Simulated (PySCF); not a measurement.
Some computed properties have been withheld. Give your best values.

Compound: C4H13NO2Si2.
Structure used (GFN2-xTB), in Å, numbered top down from 1:
```
atom  x, y, z in Å
C1     2.6059    1.4030    0.3370
C2     1.9602    0.8620   -0.9277
O3     0.9471   -0.0493   -0.5616
C4     0.2807   -0.6504   -1.6382
C5    -0.8738   -1.4285   -1.0425
O6    -1.5733   -2.1552   -1.7115
Si7   -1.1341   -1.0711    0.8315
N8    -2.3938   -2.0613    1.4834
Si9   -1.7647    1.1295    1.1099
H10    3.3996    2.0982    0.0784
H11    3.0212    0.5850    0.9189
H12    1.8630    1.9137    0.9433
H13    2.7097    0.3522   -1.5528
H14    1.5253    1.6823   -1.5208
H15   -0.1211    0.1060   -2.3320
H16    0.9469   -1.3113   -2.2128
H17    0.0669   -1.5686    1.5068
H18   -3.3553   -1.7832    1.3647
H19   -2.3286   -3.0620    1.3726
H20   -2.9337    1.5056    0.2987
H21   -0.7221    2.0970    0.7571
H22   -2.1365    1.4259    2.4967
```

```json
{"property": "point group of the GFN2-xTB geometry", "level": "GFN2-xTB", "value": "?"}
{"property": "rotational constants A, B, C of the GFN2-xTB geometry", "level": "GFN2-xTB", "value": "1.347, 0.797, 0.593 GHz"}
{"property": "dipole moment", "level": "PBE0/pcSseg-1", "value": "2.38 D"}
{"property": "HOMO energy", "level": "PBE0/pcSseg-1", "value": "?"}
{"property": "LUMO energy", "level": "PBE0/pcSseg-1", "value": "?"}
{"property": "13C chemical shifts (computed TMS as zero) by class", "level": "GIAO PBE0/pcSseg-1", "value": "256.4 (C5), 86.4 (C4), 71.0 (C2), 17.9 (C1) ppm"}
{"property": "1H chemical shifts (computed TMS as zero) by class", "level": "GIAO PBE0/pcSseg-1", "value": "?"}
{"property": "isotropic shieldings of nuclei other than C and H, by class", "level": "GIAO PBE0/pcSseg-1", "value": "261 (N8), -495 (O6), 297 (O3), 401 (Si7), 463 (Si9) ppm"}
```

Electronic properties: PySCF, gas phase, density fitting. One conformer (not necessarily the lowest) at the GFN2-xTB geometry, without solvent or vibrations. GFN2-xTB frequencies show an imaginary mode (62i cm⁻¹), so this geometry is no minimum at that level. NMR classes are plain means over equivalent atoms (diastereotopic ones count apart unless rotation or inversion swaps them), as if these changed places fast; in this geometry the members of some classes differ.

Task: What are the 1H chemical shifts (computed TMS as zero) by class?

Result: 5.20 (H17), 4.02 (H16), 3.78 (H15), 3.72 (H13), 3.67 (H14), 3.52 (H20/H21/H22), 1.47 (H10/H11/H12), 0.20 (H18/H19) ppm.

Task: Give the LUMO energy.

Result: -1.17 eV.

Task: What is the HOMO energy?

Result: -6.44 eV.

Task: Give the point group of the GFN2-xTB geometry.

Result: C1.

With B = h/(8π²I), that is 505.379 GHz u Å² over I, the principal moments of inertia are 375.1, 634.1 and 852.7 u Å² (most abundant isotopes). The dipole matches unit charges of opposite sign 0.50 Å apart (1 e·Å = 4.8032 D). A dipole of 2.38 D is allowed in C1, and pure rotational transitions are dipole-allowed.

For the NMR shielding job (PBE0/pcSseg-1), hardware: one thread of an Arm Neoverse N1, on a shared host. Cost: 88 s, 1.1 GiB resident at most.
